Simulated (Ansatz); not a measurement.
Molecule: C₃H, charge -1, multiplicity 1. It need not be the lowest isomer of its formula. 
Structure (B3LYP-D3(BJ)/def2-TZVP (Ansatz, a quantum-chemistry and plane-wave program) minimum search):
SMILES: [C][C][CH-]
```xyz
4

C      0.0259     0.0114    -1.2303
C      0.0170     0.0051     0.1134
C      0.1183     0.0342     1.3865
H     -0.9666    -0.3046    -1.6171
```
Charge -1, spin multiplicity 1.

Basis-set convergence of Hartree-Fock and CCSD correlation energies (hartree) with Ansatz. Correlated levels leave the core frozen unless marked. No spin-orbit coupling. No relativistic terms.

The Hartree-Fock reference is unstable (checked in the largest basis), which strains HF and MP2. 

| basis | functions | E(HF) | E(corr, CCSD) |
|---|---|---|---|
| aug-cc-pVDZ | 78 | -114.01421 | -0.39817 |
| aug-cc-pVTZ | 161 | (withheld) | (withheld) |

Task: What belongs in the gaps?

Result: 
- aug-cc-pVTZ, E(HF): -114.03715
- aug-cc-pVTZ, E(corr, CCSD): -0.46300
